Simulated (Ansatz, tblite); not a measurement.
Removing and adding an electron: PbCl2 (the lowest singlet isomer of a short search). Charge 0, multiplicity 1. Geometry: PBE0-D4/def2-TZVP. Ansatz, gas phase; energy differences of separate SCF runs; the oxidised species was run as a doublet alone; the reduced species was run as a doublet alone.

```xyz
3

Pb   -0.0793    0.9109   -0.5367
Cl    1.5158   -0.9414   -0.7746
Cl   -1.4366    0.0305    1.3112
```

In the def2 sets Pb takes a core potential; there is no spin–orbit coupling. The xTB rows come from tblite. Correlated methods freeze 14 core orbitals; core or outer-core shells of Pb are correlated, in sets that lack core-valence functions. In CCSD on the charge 1 doublet the largest single amplitude is 0.23, so its Hartree–Fock determinant may place the open shell otherwise than the density functionals do. The structure comes from a short search, and lower isomers may exist.

```json
{"level": "GFN2-xTB", "−HOMO (eV)": "11.29", "vertical IE (eV)": "14.26", "−LUMO (eV)": "8.51", "vertical EA (eV)": "5.49", "HOMO–LUMO gap (eV)": "2.78", "IE − EA (eV)": "8.77", "remarks": "–"}
{"level": "HF/def2-TZVPP", "−HOMO (eV)": "–", "vertical IE (eV)": "9.75", "−LUMO (eV)": "–", "vertical EA (eV)": "–", "HOMO–LUMO gap (eV)": "–", "IE − EA (eV)": "–", "remarks": "–"}
{"level": "PBE-D4/def2-TZVP", "−HOMO (eV)": "7.03", "vertical IE (eV)": "9.98", "−LUMO (eV)": "3.76", "vertical EA (eV)": "–", "HOMO–LUMO gap (eV)": "3.27", "IE − EA (eV)": "–", "remarks": "–"}
{"level": "PBE-D4/def2-TZVPD", "−HOMO (eV)": "7.11", "vertical IE (eV)": "–", "−LUMO (eV)": "3.82", "vertical EA (eV)": "1.31", "HOMO–LUMO gap (eV)": "3.29", "IE − EA (eV)": "–", "remarks": "HOMO above zero (-1 doublet)"}
{"level": "PBE0-D4/def2-TZVPD", "−HOMO (eV)": "8.25", "vertical IE (eV)": "–", "−LUMO (eV)": "3.18", "vertical EA (eV)": "1.44", "HOMO–LUMO gap (eV)": "5.08", "IE − EA (eV)": "–", "remarks": "HOMO above zero (-1 doublet)"}
{"level": "CCSD(T)/def2-TZVPP", "−HOMO (eV)": "–", "vertical IE (eV)": "10.30", "−LUMO (eV)": "–", "vertical EA (eV)": "–", "HOMO–LUMO gap (eV)": "–", "IE − EA (eV)": "–", "remarks": "–"}
```

Q: Estimate the rows for GFN1-xTB, r2SCAN-D4/def2-TZVP, r2SCAN-D4/def2-TZVPD, PBE0-D4/def2-TZVP, MP2/def2-TZVPP, CCSD/def2-TZVPP.

A: 
| level | −HOMO (eV) | vertical IE (eV) | −LUMO (eV) | vertical EA (eV) | HOMO–LUMO gap (eV) | IE − EA (eV) | remarks |
| --- | --- | --- | --- | --- | --- | --- | --- |
| GFN1-xTB | 12.06 | 14.55 | 8.59 | 5.35 | 3.47 | 9.20 | – |
| r2SCAN-D4/def2-TZVP | 7.35 | 10.17 | 3.65 | – | 3.70 | – | – |
| r2SCAN-D4/def2-TZVPD | 7.40 | – | 3.69 | 1.46 | 3.71 | – | HOMO above zero (-1 doublet) |
| PBE0-D4/def2-TZVP | 8.20 | 10.24 | 3.13 | – | 5.07 | – | – |
| MP2/def2-TZVPP | – | 10.65 | – | – | – | – | – |
| CCSD/def2-TZVPP | – | 10.35 | – | – | – | – | – |

   A HOMO above zero means that the electron is unbound at that level or that self-interaction error raises the level; the energy of removing that electron tells which. Raw xTB energy differences between charge states are shifted by several eV; the methods need an empirical correction for them.
